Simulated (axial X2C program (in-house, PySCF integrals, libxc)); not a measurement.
## TbH⁺: a free-ion multiplet in an axial field

Computed with an in-house all-electron X2C program for linear molecules (integrals from PySCF): two-component X2C with atomic mean-field Coulomb and Gaunt terms, basis Tb dyall-v3z, H dyall-v3z (cores contracted in-house). Orbitals come from Hartree–Fock averaged over the configuration Tb f9 s0; CI then distributes these electrons over the f, s shells of Tb.

R = 2.042 Å.

Q: Which level do Hund's rules give for f9, how many Ω levels does it split into, and what is its Landé factor?

A: S = 5/2, L = 5, J = 15/2 (6H15/2). It gives Ω = 1/2 to 15/2, 8 levels. gJ = 3/2 + [S(S+1) − L(L+1)]/[2J(J+1)] = 1.333, so g∥ = 2gJΩ.

The computed levels compare thus:

| Ω | energy (cm⁻¹) | g∥ computed | 2gJΩ |
| --- | --- | --- | --- |
| 15/2 | 0 | 19.93 | 20.00 |
| 13/2 | 177 | 17.17 | 17.33 |
| 11/2 | 331 | 14.46 | 14.67 |
| 9/2 | 465 | 11.77 | 12.00 |
| 7/2 | 578 | 9.12 | 9.33 |
| 5/2 | 667 | 6.49 | 6.67 |
| 3/2 | 729 | 3.88 | 4.00 |
| 1/2 | 761 | 1.29 | 1.33 |

The 8 lowest levels are just these Ω; they span 761 cm⁻¹, the lowest has Ω = 15/2, and the next level lies at 2677 cm⁻¹. Departures of g∥ from 2gJΩ come from intermediate coupling and from mixing with the higher-lying level J − 1 of the term. The computed g∥ is the magnitude of 2⟨Lz + ge Sz⟩.

Dynamic correlation is missing, so gaps between terms are too wide and other configurations may lie lower; the lowest level listed is that of this model, not necessarily the ground state. At most 4 roots were kept for each Ω > 0 (twice that for Ω = 0) within 2.2 eV of the lowest, so higher up levels can be missing between those listed; levels with Ω > 0 are doubly degenerate and listed once, Ω = 0 levels singly. States that fill the shells left empty in the average are placed too high.
